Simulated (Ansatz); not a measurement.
arsenic atom (As), quartet; B3LYP/3-21G (Ansatz, an electronic-structure program).

Ansatz was given this input:
Ansatz 0.2 input:
```yaml
crystal:
  periodic: [false, false, false]
  atoms:
    - {symbol: As, position_ang: [0.00000000, 0.00000000, 0.00000000]}
basis:
  gaussian:
    orbitals: 3-21G.json
hamiltonian:
  xc: b3lyp
magnetization: {spin_polarized: false, initial_magnetization: 3}
```
The basis file holds 3-21G in the JSON format of the Basis Set Exchange.

Output, abridged:

```
Functional definition: B3LYP
154 factors; integrals over basis functions are off by at most 2.8e-4 eV
mean field evaluation 1: about -60548.0590 eV, gradient 1.7e0 eV
mean field evaluation 2: about -60548.0589 eV, gradient 1.7e0 eV
mean field evaluation 4: about -60548.0693 eV, gradient 8.4e-2 eV
mean field evaluation 8: about -60548.0694 eV, gradient 4.8e-5 eV
mean field -60548.06937352 eV, -2225.1005085216 hartree, gradient 4.8e-5 eV, S^2 3.750000; 0 other end points of the search recorded, 0 dependent functions left out
reference -60548.06950556 eV, -2225.1005133739 hartree; 18, 15 occupied and 5, 8 virtual orbitals, 154 factors
Total energy: -60548.06950556 eV, -2225.1005133739 hartree
```
